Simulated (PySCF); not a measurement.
Species: C5H8OSi.
Geometry (PBE0-D3(BJ)/def2-SVP, Å), atoms numbered from 1 in this order:
```xyz
15
C5H8OSi angstrom
C     -3.725   -0.388    0.746
C     -2.304   -0.370    0.446
C     -1.113   -0.349    0.202
C      0.276   -0.356   -0.088
C      1.029    0.762   -0.118
O      2.341    0.820   -0.382
Si     3.384   -0.463   -0.707
H     -4.331   -0.173   -0.149
H     -3.980    0.364    1.510
H     -4.036   -1.372    1.131
H      0.740   -1.329   -0.297
H      0.593    1.746    0.083
H      3.390   -1.421    0.438
H      4.718    0.164   -0.886
H      2.957   -1.173   -1.949
```

The closed-shell ground state was solved at several levels (PySCF, density fitting, gas phase, non-relativistic).

```tsv
level	basis functions	HOMO (eV)	LUMO (eV)	gap (eV)	dipole (D)
PBE0/pcSseg-1	166	-6.17	-0.30	5.87	0.51
wB97X-D/def2-SVPD	211	-7.93	1.41	9.34	0.47
```

**Question.** What might mPW1PW91/pcSseg-1 (166 basis functions) give for the same quantities?

**Answer.** HOMO -6.20 eV, LUMO -0.32 eV, gap 5.88 eV, dipole 0.51 D.

**Question.** How far do the dipole and the HOMO energy spread over the levels?

**Answer.** The dipole runs from 0.47 to 0.51 D (mean 0.50 D) and the HOMO from -7.93 to -6.17 eV.

One conformer stands for the species.
